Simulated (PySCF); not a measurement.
Structure problem from calculated spectra and properties.

Formula: C5H9NOSi.

| Property | Result |
| --- | --- |
| 13C NMR | chemical shifts (computed TMS as zero) by class: 178.9 (1 C), 141.2 (1 C), 99.4 (1 C), 34.1 (1 C), 2.0 (1 C) ppm [GIAO PBE0/pcSseg-1] |
| NMR, other nuclei | isotropic shieldings of nuclei other than C and H, by class: 109 (1 N), -109 (1 O), 373 (1 Si) ppm [GIAO PBE0/pcSseg-1] |
| 1H NMR | chemical shifts (computed TMS as zero) by class: 7.61 (1 H), 5.04 (2 H), 4.77 (1 H), 4.58 (1 H), 2.61 (2 H), 1.10 (2 H) ppm [GIAO PBE0/pcSseg-1] |
| Rotational structure | rotational constants A, B, C: 2.423, 1.762, 1.052 GHz [GFN2-xTB] |
| Dipole | 3.64 D [PBE0/pcSseg-1] |

The electronic properties come from PySCF, for the isolated species, density fitting. Levels stand in brackets. Isolated species at its GFN2-xTB geometry (one conformer only). Each NMR value is the plain mean over a class of atoms that symmetry, rotation or inversion makes alike.

Task: Propose a structure and show how it fits.

Result: Numbering: `[CH2:1]=[CH:2][N:3]1[SiH2:4][CH2:5][CH2:6][C:7]1=[O:8]`. Its formula, C5H9NOSi, gives 3 degrees of unsaturation: 1 ring and 2 π bonds in the structure found. 5 carbons fall into 5 classes; from least to most shielded: amide carbonyl carbon [C7] (178.9 ppm), vinylic carbon bearing nitrogen [C2] (141.2 ppm), terminal =CH2 carbon [C1] (99.4 ppm), sp3 carbon next to a carbonyl [C6] (34.1 ppm), ring sp3 carbon bound to silicon [C5] (2.0 ppm). Hydrogen classes from least to most shielded: 1 H on a vinylic carbon bearing nitrogen, C2 (7.61 ppm), 2 H on an SiH2 silicon, Si4 (5.04 ppm), 1 H on a terminal =CH2 carbon, C1 (4.77 ppm), 1 H on a terminal =CH2 carbon, C1 (4.58 ppm), 2 H on an sp3 carbon next to a carbonyl, C6 (2.61 ppm), 2 H on an sp3 carbon bound to silicon, C5 (1.10 ppm). The other shieldings belong to: 109 ppm, amide nitrogen [N3]; -109 ppm, amide oxygen [O8]; 373 ppm, SiH2 silicon [Si4]. The optimised geometry has point group C1 and is an asymmetric top. Structure: `C=CN1[SiH2]CCC1=O`. Computed isomers that give other values at the same levels: `N#CC[C@@H]1CCO[SiH2]1` (13C chemical shifts (computed TMS as zero) by class: 124.8 (1 C), 69.7 (1 C), 33.8 (1 C), 25.6 (1 C), 17.9 (1 C) ppm); `[SiH3]CCc1ncco1` (13C chemical shifts (computed TMS as zero) by class: 170.8 (1 C), 142.8 (1 C), 136.3 (1 C), 29.6 (1 C), 12.3 (1 C) ppm); `C#C[SiH2]CNC(C)=O` (13C chemical shifts (computed TMS as zero) by class: 174.1 (1 C), 99.8 (1 C), 91.6 (1 C), 30.1 (1 C), 23.2 (1 C) ppm). The assignments are read from this structure; whether some other isomer fits the data as well wasn't checked.
